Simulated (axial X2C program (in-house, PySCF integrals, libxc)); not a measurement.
## Potential curves of NaW, two-component

Calculated with an in-house all-electron X2C program for linear molecules (integrals from PySCF). Two-component (2c) means X2C with spin–orbit coupling and atomic mean-field two-electron Coulomb and Gaunt terms. Basis: W dyall-cv3z [13s14p9d7f4g], Na dyall-cv3z [9s8p5d2f] (cores contracted in-house); Gaussian nuclei, density fitting, unrestricted open shells. Masses: W 183.951 u, Na 22.990 u.

State: Ω = 5/2 (⟨Sz⟩ = 2.46, ⟨Lz⟩ = 0.04 at B97-3). Energies in kJ/mol from the lowest point of each curve. Fits are polynomials in 1 − R0/R over 0.85 to 1.23 times the lowest point R0.

| R (Å) | B97-3 |
| --- | --- |
| 2.5595 | 21.64 |
| 2.6772 | 8.57 |
| 2.7655 | 3.11 |
| 2.8537 | 0.48 |
| 2.9420 | 0.00 |
| 3.0450 | 1.77 |
| 3.1479 | 5.19 |
| 3.2803 | 11.49 |
| 3.4421 | 20.89 |
| 3.6775 | 36.06 |

Occupations by symmetry block were frozen at the best pattern of an incomplete PBE0 search. Density functionals use the spin component along the axis (collinear). With several unpaired electrons one determinant need not be a pure state. This is the top spin component of a Σ state; components of lower Ω are not single determinants and can lie lower. The determinant is spin-polarised beyond a pure state at some levels (its spin-free form has ⟨S²⟩ too high), which makes Re and μ there less reliable.

Q: What are Re and ωe at the B97-3 level?

A: At B97-3, 2c: Re = 2.916 Å, ωe ≈ 183 cm⁻¹; Be follows as 0.097 cm⁻¹.
